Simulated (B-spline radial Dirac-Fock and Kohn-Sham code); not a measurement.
Te⁵⁺: eigenvalues, ΔSCF and the reference

System: Te⁵⁺, configuration [Kr] 4d10 5s1.

The density-functional columns are spherical, spin-unpolarised Dirac-Kohn-Sham results without Breit or QED terms: −ε is minus the orbital energy of the initial state and ΔSCF the difference of two total energies. The reference in the last column comes from Dirac-Fock ΔSCF + Breit + QED. All numbers are from an atomic code on a B-spline grid, in eV; a selection of levels is shown. For the 1s level of heavy atoms much of the gap between ΔSCF and the reference is the Breit and QED part, -109.1 eV here; for other levels the error of the functional can be larger.

| level | LDA −ε | LDA ΔSCF | PBE −ε | PBE ΔSCF | Dirac-Fock |
| --- | --- | --- | --- | --- | --- |
| K | 31628.4 | 31984.0 | 31664.0 | 32020.7 | 31884.7 |
| L1 | 4899.6 | 4965.2 | 4903.9 | 4969.2 | 5017.1 |
| L2 | 4596.9 | 4678.1 | 4598.4 | 4679.6 | 4684.7 |
| L3 | 4322.8 | 4398.9 | 4323.9 | 4399.9 | 4413.8 |
| M1 | 1021.5 | 1045.5 | 1022.7 | 1046.7 | 1080.6 |
| M2 | 896.8 | 921.6 | 897.1 | 921.8 | 943.9 |
| M3 | 845.7 | 869.7 | 846.0 | 869.8 | 892.3 |
| M4 | 624.8 | 651.1 | 624.3 | 650.7 | 653.6 |
| M5 | 614.1 | 640.1 | 613.6 | 639.7 | 643.2 |
| N2 | 178.8 | 190.6 | 178.8 | 190.6 | 198.6 |
| N3 | 169.0 | 180.5 | 169.0 | 180.6 | 188.8 |
| N4 | 99.92 | 110.5 | 99.71 | 110.3 | 109.1 |
| N5 | 98.39 | 108.9 | 98.20 | 108.7 | 107.6 |
| O1 | 65.59 | 71.58 | 65.04 | 71.14 | 68.96 |

Q: Order the estimates of the K (1s) level by their distance from the Dirac-Fock value, nearest first.
A. LDA −ε
B. LDA ΔSCF
C. PBE ΔSCF
D. PBE −ε

A: B (99.3 eV), C (136.0 eV), D (220.7 eV), A (256.3 eV).

For the outermost level NIST gives 69.1 ± 2 eV (theoretical); the differences from it are LDA −ε -3.51, LDA ΔSCF +2.48, PBE −ε -4.06, PBE ΔSCF +2.04, Dirac-Fock -0.14 eV.

Values without a named source are computed, but for edge energies of neutral atoms, which are taken from tables.
